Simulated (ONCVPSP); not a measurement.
## manganese, ONCV: configuration errors across variants

* Element: Mn
* Generator: ONCVPSP 4.0.1
* Type: optimised norm-conserving Vanderbilt (ONCV)
* Functional: PBE
* Relativity: scalar-relativistic
* Frozen core: [Ne]
* Valence charge: 15
* Reference configuration: 3s2 3p6 3d5 4s1.75 (charge +0.25)
* Partial waves: 3s+4s: rc 1.30 bohr, ncon 3, nbas 6, qcut 10.9 1/bohr, 2 projectors; 3p: rc 0.90 bohr, ncon 4, nbas 8, qcut 8.7 1/bohr, 1 projector; 3d: rc 1.25 bohr, ncon 4, nbas 8, qcut 10.4 1/bohr, 2 projectors, debl 1.1 Ha; f scattering state at 0.32 Ha: rc 1.10 bohr, ncon 4, nbas 7, qcut 9.8 1/bohr, 2 projectors, debl 1.8 Ha
* Local potential: polynomial inside 0.85 bohr (lpopt 5, dvloc0 0 Ha)
* Core correction: Teter function, parameters optimised by the program

All-electron excitation energies from the reference (eV): (1) 3s2 3p6 3d5 4s2 -1.476; (2) 3s2 3p6 3d5 4s1 6.941; (3) 3s2 3p6 3d5 4s0 22.539; (4) 3s2 3p6 3d5 4s0 4p1 11.681.

2 further variants failed, have other tests or another functional or relativity, and are left out.

Errors AE − PS in meV (a dash: test not solved or not reliable):

```csv
change,(1),(2),(3),(4),bound ghosts,GHOST(+) flags above zero
base,-0.1,-4.8,-55,+6.6,none,none
f: qcut 9.3,-0.1,-4.8,-55,+6.6,none,none
"all radii but the core radius scaled by about 0.97 (s 1.26, p 0.88, d 1.20, f 1.06 bohr); local potential polynomial inside 0.82 bohr (lpopt 5, dvloc0 0 Ha)",-0.1,-5.6,-63,+5.4,none,s
"local potential polynomial inside 0.60 bohr (lpopt 5, dvloc0 0 Ha)",-0.1,-4.8,-55,+12,none,s
"core correction Teter function, fcfact 1.5, rcfact 1.25",+0.1,-0.2,+0.2,+19,none,none
"local potential polynomial inside 0.85 bohr (lpopt 5, dvloc0 -3 Ha)",-0.1,-4.8,-55,+12,none,"s, f"
s: qcut 8.6; p: qcut 6.8; d: qcut 8.2; f: qcut 7.7,+0.1,-0.2,+0.4,+19,none,f
```

Task: Give the same row for: d: qcut 9.7.

Result: -0.1, -4.6, -53, +7.1; bound ghosts: none; GHOST(+) flags above zero: none.
